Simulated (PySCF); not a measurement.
**How methods differ on the ionisation energy of F⁺**

F⁺ [He] 2s2 2p4 (3P) → F²⁺ [He] 2s2 2p3 (4S), as a difference of total energies. All numbers are calculated (PySCF 2.14, scalar relativity by spin-free X2C-1e, in ANO-RCC-VTZP). Correlated levels: valence: 1s2 frozen; valence and next inner shell: nothing frozen. The calculations carry no spin-orbit coupling.

```
                                method  ionisation energy (eV)  error (eV)
                                   UHF                  33.479      -1.471
                                   LDA                  35.283      +0.333
                                   PBE                  35.452      +0.502
                                  PBE0                  35.301      +0.351
                                r2SCAN                  35.170      +0.220
                               LC-wPBE                  35.595      +0.645
                               wB97M-V                  35.176      +0.226
                                 wB97X                  35.194      +0.244
                                revPBE                  35.382      +0.432
                                  ROHF                  33.427      -1.523
                         MP2 (valence)                  34.663      -0.287
                     SCS-MP2 (valence)                  34.744      -0.206
    MP2 (valence and next inner shell)                  34.673      -0.277
SCS-MP2 (valence and next inner shell)                  34.747      -0.203
```

Reference: 34.950 eV (measured; NIST levels, between the centres of gravity of the two terms).

Errors of the correlated levels include the incompleteness of this basis and the frozen core.
